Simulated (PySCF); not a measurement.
# How methods differ on the excitation energy of O⁺

O⁺ [He] 2s2 2p3 (4S) → O⁺ [He] 2s1 2p4 (4P), as a difference of total energies. All numbers are calculated (PySCF 2.14, the spin-free X2C one-electron Hamiltonian (Gaussian nucleus), in x2c-TZVPPall (5s3p2d1f, 31 functions)). Correlated levels: valence: 1s2 frozen. The calculations carry no spin-orbit coupling.

```csv
method,excitation energy (eV)
UHF,14.965
MP2 (valence),15.005
SCS-MP2 (valence),15.011
CCSD (valence),14.954
CCSD(T) (valence),14.947
CCSDT (valence),14.943
```

Errors of the correlated levels include the incompleteness of this basis and the frozen core.

For comparison: 14.870 eV (measured; NIST levels, between the centres of gravity of the two terms).
